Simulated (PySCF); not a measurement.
# ECD: SMILES Cl[C@H]1CC(=C)[C@H]1C#N, C6H6ClN

Geometry:
```json
{"atom": "C1", "x (Å)": "1.956", "y (Å)": "0.663", "z (Å)": "-0.221"}
{"atom": "C2", "x (Å)": "0.783", "y (Å)": "0.089", "z (Å)": "-0.070"}
{"atom": "C3", "x (Å)": "0.161", "y (Å)": "-1.199", "z (Å)": "-0.534"}
{"atom": "C4", "x (Å)": "-1.050", "y (Å)": "-0.903", "z (Å)": "0.363"}
{"atom": "Cl5", "x (Å)": "-2.633", "y (Å)": "-0.919", "z (Å)": "-0.448"}
{"atom": "C6", "x (Å)": "-0.469", "y (Å)": "0.497", "z (Å)": "0.689"}
{"atom": "C7", "x (Å)": "-1.154", "y (Å)": "1.608", "z (Å)": "0.085"}
{"atom": "N8", "x (Å)": "-1.675", "y (Å)": "2.499", "z (Å)": "-0.406"}
{"atom": "H9", "x (Å)": "2.736", "y (Å)": "0.197", "z (Å)": "-0.799"}
{"atom": "H10", "x (Å)": "2.182", "y (Å)": "1.618", "z (Å)": "0.222"}
{"atom": "H11", "x (Å)": "0.710", "y (Å)": "-2.109", "z (Å)": "-0.297"}
{"atom": "H12", "x (Å)": "-0.082", "y (Å)": "-1.200", "z (Å)": "-1.596"}
{"atom": "H13", "x (Å)": "-1.132", "y (Å)": "-1.547", "z (Å)": "1.238"}
{"atom": "H14", "x (Å)": "-0.334", "y (Å)": "0.705", "z (Å)": "1.754"}
```

Computed, not measured: TDDFT B3LYP/aug-cc-pVDZ circular dichroism and optical rotation, one conformer, gas phase in PySCF 2.14.0. Geometry: GFN2-xTB.

(1) Assign R or S to each stereocentre.

(2) List the lowest 16 singlet excitations with oscillator and rotatory strengths.

Answers

(1) C4 S, C6 S.

(2) Rotatory strengths R in 10⁻⁴⁰ esu² cm², velocity form and length form (origin at the centre of mass); f in length form.
```
state  E (eV)  λ (nm)       f  R (velocity)  R (length)                                    main
    1    6.21     200   0.122         +25.4       +25.6        HOMO→LUMO 0.78, HOMO→LUMO+1 0.16
    2    6.30     197  0.0008          -0.2        -0.2                        HOMO−1→LUMO 0.95
    3    6.41     193   0.002          -2.4        -2.3                        HOMO−2→LUMO 0.94
    4    6.53     190   0.053          -0.9        -0.8        HOMO→LUMO+1 0.80, HOMO→LUMO 0.13
    5    6.75     184   0.002         +14.6       +14.5      HOMO−3→LUMO 0.53, HOMO→LUMO+2 0.42
    6    6.80     182   0.020         -30.2       -30.6      HOMO→LUMO+2 0.53, HOMO−3→LUMO 0.39
    7    6.92     179   0.003          +3.6        +3.7                      HOMO−1→LUMO+1 0.85
    8    7.01     177   0.012          +0.4        +0.2    HOMO−4→LUMO 0.58, HOMO−2→LUMO+1 0.30
    9    7.05     176   0.001          -6.7        -7.1    HOMO−2→LUMO+1 0.58, HOMO−4→LUMO 0.31
   10    7.16     173   0.004          +4.0        +4.2                        HOMO→LUMO+3 0.85
   11    7.33     169   0.002          +3.5        +3.9      HOMO→LUMO+5 0.46, HOMO→LUMO+4 0.25
   12    7.38     168   0.008          +5.1        +5.0    HOMO−3→LUMO+1 0.37, HOMO→LUMO+4 0.11
   13    7.48     166   0.036          -6.4        -6.6      HOMO→LUMO+4 0.52, HOMO→LUMO+5 0.34
   14    7.53     165   0.016          -1.9        -1.9  HOMO−1→LUMO+2 0.56, HOMO−1→LUMO+4 0.16
   15    7.58     164   0.009          -9.5        -9.4  HOMO−1→LUMO+4 0.43, HOMO−1→LUMO+3 0.19
   16    7.66     162   0.013          +7.0        +7.0  HOMO−2→LUMO+2 0.52, HOMO−2→LUMO+4 0.27
```

Among the states computed, the strongest CD band (largest |R|) is state 6. The largest dissymmetry factor in size, g = 4R/(D+G), with D and G the electric and magnetic dipole strengths, is +0.076 for state 5 (velocity form, f = 0.002), among bands with |R| over 0.5. The mirror image has the same energies and oscillator strengths and all R with the opposite sign.
